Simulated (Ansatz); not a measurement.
C3H8Si (`C=C(C)[SiH3]`) at its PBE0-D4/def2-TZVP geometry, where that method's forces vanish. The species carries charge 0 and has multiplicity 1.

```xyz
12

C    -0.4411   -0.0445    1.5401
C    -0.1230    0.1030    0.2550
C    -0.4566    1.3500   -0.5074
Si    0.7663   -1.2761   -0.6389
H    -0.2010   -0.9462    2.0940
H    -0.9584    0.7385    2.0916
H     0.4464    1.8175   -0.9128
H    -0.9664    2.0824    0.1235
H    -1.1018    1.1276   -1.3634
H    -0.0300   -1.7347   -1.8112
H     0.9865   -2.4179    0.2862
H     2.0791   -0.7996   -1.1568
```

Question: What forces (eV/Å) does PBE-D4/def2-TZVPP give on these atoms in Ansatz 0.2.0? (Estimate.)

Answer: Ansatz gave: 
```
C1  -0.081 -0.062  0.365
C2   0.096  0.026 -0.364
C3   0.013 -0.031  0.007
Si4  0.009 -0.013 -0.011
H5   0.043 -0.184  0.127
H6  -0.109  0.164  0.123
H7   0.172  0.102 -0.097
H8  -0.107  0.154  0.125
H9  -0.121 -0.030 -0.181
H10 -0.075 -0.051 -0.124
H11  0.025 -0.120  0.090
H12  0.135  0.044 -0.061
```
